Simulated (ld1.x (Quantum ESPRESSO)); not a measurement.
**Building the TM semilocal potential for Au (Z = 79) (PBE, scalar-relativistic).**

ld1.x (Quantum ESPRESSO) 7.5 input, shortened:

```
&input
   title='Au', zed=79., rel=1, dft='PBE', iswitch=3,
   config='[Xe] 4f14 5d10 5f-2 6s0.5 6p0'
 /
 &inputp
   pseudotype=1, tm=.true., lloc=2,
   nlcc=.true., new_core_ps=.true., rcore=0.65
 /
4
5S  1  0   2.00   0.00  1.32  1.32  0.0
5P  2  1   6.00   0.00  1.46  1.46  0.0
5F  4  3  -2.00   0.40  1.46  1.46  0.0
5D  3  2  10.00   0.00  1.88  1.88  0.0
 &test
   configts(1)='5s2 5p6 5d10 6s0.5 6p0'
 /
```

Occupied shells without a wave of their own: 6s. They enter only through the test configuration that unscreens the potential, and ld1.x also counts them in the model core charge.

All-electron outer shells of the reference configuration (PBE, scalar-relativistic, ld1.x):

| shell | level (eV) | outermost node (bohr) | outermost maximum (bohr) |
| --- | --- | --- | --- |
| 4d | -329.97 | 0.20 | 0.41 |
| 5s | -112.47 | 0.48 | 0.84 |
| 4f | -85.19 | – | 0.37 |
| 5p | -63.91 | 0.52 | 0.96 |
| 5d | -10.96 | 0.56 | 1.21 |
| 6s | -9.38 | 1.11 | 2.27 |
| 6p | -3.57 | 1.32 | 3.26 |

Results:

* Cutoffs needed: 100 Ry and 160 Ry (the cutoffs (Ry, on a coarse ladder) from which the occupation-weighted sum of valence levels, in a spherical-Bessel basis at the reference potential, stays within 10 and 1 mRy of its value at 400 Ry)
* Ghost test: no extra level below or beside the all-electron valence levels (s, p, f, d tested); the semilocal form is local in each channel, so this says nothing of the separable form that plane-wave codes build from it (spherical-Bessel basis up to 400 Ry, 20 bohr box)
* Largest excitation error: -1682 meV (all-electron minus pseudo) for 5s2 5p6 5d7 6s0 6p0, out of 7 test configurations

The potential misses its own reference levels by up to 1.2 eV, so it is not fit for use. ld1.x takes every shell without a wave as core, so the model core holds the 6s electrons as well and exchange and correlation see them twice. This cancels in the reference configuration, but the file is broken for other ones, and its errors say nothing about a proper core correction.

Generation and tests took about 2.1 s on one core of a shared server CPU.
